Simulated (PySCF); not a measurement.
Isomers C$_{5}$H$_{7}$FO$_{2}$:

A. SMILES C/C=C(/OC)C(=O)F
B. `C(/C=C(\OC)C)(=O)F`
C. CH2=CFCOOEt (SMILES C=C(F)C(=O)OCC)

Spectrum 1. $^{1}$H NMR (300 MHz, computed): δ 5.32 (dq, J = 13.3, 8.8 Hz, 1H), 3.44 (s, 3H), 2.15 (d, J = 8.8 Hz, 3H). $^{13}$C{$^{1}$H} NMR (computed): δ 160.0 (C, d, J = 416.4 Hz), 148.9 (C, d, J = 58.6 Hz), 121.3 (CH, d, J = 11.9 Hz), 53.7 (CH3), 16.0 (CH3).

Spectrum 2. $^{1}$H NMR (300 MHz, computed): δ 6.07 (dd, J = 36.9, 1.6 Hz, 1H), 5.40 (dd, J = 9.3, 1.6 Hz, 1H), 3.95 (q, J = 8.2 Hz, 2H), 1.38 (t, J = 8.2 Hz, 3H). $^{13}$C{$^{1}$H} NMR (computed): δ 164.9 (C, d, J = 31.2 Hz), 162.9 (C, d, J = 354.0 Hz), 109.7 (CH2, d, J = 14.4 Hz), 62.2 (CH2), 15.0 (CH3).

Spectrum 3. $^{1}$H NMR (300 MHz, computed): δ 4.73 (dq, J = 6.2, 1.1 Hz, 1H), 3.74 (s, 3H), 1.92 (d, J = 1.1 Hz, 3H). $^{13}$C{$^{1}$H} NMR (computed): δ 177.6 (C, d, J = 23.0 Hz), 159.1 (C, d, J = 387.9 Hz), 95.1 (CH, d, J = 90.2 Hz), 54.2 (CH3), 19.1 (CH3).

- structure optimised with PBE0-D3(BJ)/def2-SVP
- NMR shieldings at PBE0/pcSseg-1/GIAO
- spin–spin couplings from B3LYP/pcJ-1 (spin–dipole term left out of most H,H and C,H couplings)
- run in PySCF 2.14.0 with density-fitted response routines
- fast rotation and ring inversion assumed for equivalent nuclei, non-relativistic, isolated molecule, a single conformation

References, each an isolated molecule treated in the same way: $^{1}$H, $^{13}$C vs TMS. Multiplet labels drop J under 1 Hz and among equivalent protons, and merge close values. Unscaled 3J(H,H) run several per cent high. One-bond C–F couplings are unscaled and too large by tens of Hz. Shifts are as computed. Against solution values, carbons near 30 ppm lie about +2 ppm off and those near 130 ppm about +5 ppm. Of 1313 compounds with measured shifts, 239 miss one by over three times the rms of a fit or turn the order of signals round; such compounds aren't used in these exercises.

Match each spectrum to its structure.

Answers

1–A, 2–C, 3–B.

- Spectrum 1 (A): 5 $^{13}$C signals; δC 148.9 is an alkene carbon bearing oxygen; δC 53.7 is a methyl carbon bonded to O.
- Spectrum 2 (C): 5 $^{13}$C signals; δC 164.9 is an ester carbonyl carbon; δC 162.9 is an α carbon of a C=C–C=O unit.
- Spectrum 3 (B): 5 $^{13}$C signals; δC 177.6 is an alkene carbon bearing oxygen; δC 95.1 is a β carbon of an enol-ether or enamine type C=C.
